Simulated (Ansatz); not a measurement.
Start from `CNB(N)O` and change one atom or group to get `BB(N)O`.

Ansatz, PBE0-D4/def2-TZVP geometries, multiplicity 1. Each molecule was computed in one conformer, which needn't be the lowest.

```csv
property,`CNB(N)O`
size of the dipole moment (PBE/def2-TZVPP) / D,1.58
HOMO energy (ωB97M-V/def2-TZVPP) / eV,-8.79
HOMO energy (PBE0/def2-TZVPP) / eV,-6.43
size of the dipole moment (B3LYP/def2-TZVPP) / D,1.65
LUMO energy (PBE0/def2-TZVPP) / eV,0.77
LUMO energy (PBE/def2-TZVPP) / eV,-0.04
```

Question: What does the change do to each property? (Estimate.)

Answer: The calculation gave: 
```json
{"property": "size of the dipole moment (PBE/def2-TZVPP) / D", "`BB(N)O`": "0.64", "shift": "-0.94"}
{"property": "HOMO energy (ωB97M-V/def2-TZVPP) / eV", "`BB(N)O`": "-10.10", "shift": "-1.31"}
{"property": "HOMO energy (PBE0/def2-TZVPP) / eV", "`BB(N)O`": "-7.74", "shift": "-1.31"}
{"property": "size of the dipole moment (B3LYP/def2-TZVPP) / D", "`BB(N)O`": "0.59", "shift": "-1.06"}
{"property": "LUMO energy (PBE0/def2-TZVPP) / eV", "`BB(N)O`": "-2.06", "shift": "-2.83"}
{"property": "LUMO energy (PBE/def2-TZVPP) / eV", "`BB(N)O`": "-3.04", "shift": "-3.00"}
```

With PBE0 the HOMO falls by 1.31 eV and the LUMO falls by 2.83 eV, so the gap narrows by about 1.52 eV. PBE moves the HOMO by -1.31 eV and ωB97M-V by -1.31 eV. Dipoles are sizes alone; their direction can turn.

B3LYP here is the variant with VWN-RPA as its local correlation; programs differ in this.
